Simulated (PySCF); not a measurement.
## TaC⁻: from constants to spectrum

ROHF-CCSD(T) constants of TaC⁻, ³Δ (triplet), unpaired electrons σ ↑, δ ↑ (PySCF, scalar-relativistic core potentials, basis sets Ta def2-TZVPPD with ECP60, C def2-TZVPPD; masses 180.9480 and 12.0000 u):

* ωe: 882.4 cm⁻¹
* ωexe: 3.52 cm⁻¹
* Be: 0.44343 cm⁻¹
* αe: 0.00232 cm⁻¹
* D (centrifugal): 4.48e-07 cm⁻¹

(1) Give the vibrational terms G(v) and spacings up to v = 6.

Correlated steps freeze 1 core orbital. These are scalar-relativistic numbers at best; spin–orbit coupling would shift them, the dissociation energy most. The CCSD T1 diagnostic is raised, a sign that a single reference may not be enough here. With d or f electrons several states lie close, and the lowest PBE0 determinant need not be the measured ground state.

Results:

(1) G(v) = ωe(v+½) − ωexe(v+½)².

| v | G(v) (cm⁻¹) | G(v) − G(v−1) | Bv (cm⁻¹) |
| --- | --- | --- | --- |
| 0 | 440.3 |  | 0.4423 |
| 1 | 1315.7 | 875.4 | 0.4400 |
| 2 | 2184.0 | 868.3 | 0.4376 |
| 3 | 3045.3 | 861.3 | 0.4353 |
| 4 | 3899.5 | 854.2 | 0.4330 |
| 5 | 4746.7 | 847.2 | 0.4307 |
| 6 | 5586.9 | 840.2 | 0.4284 |
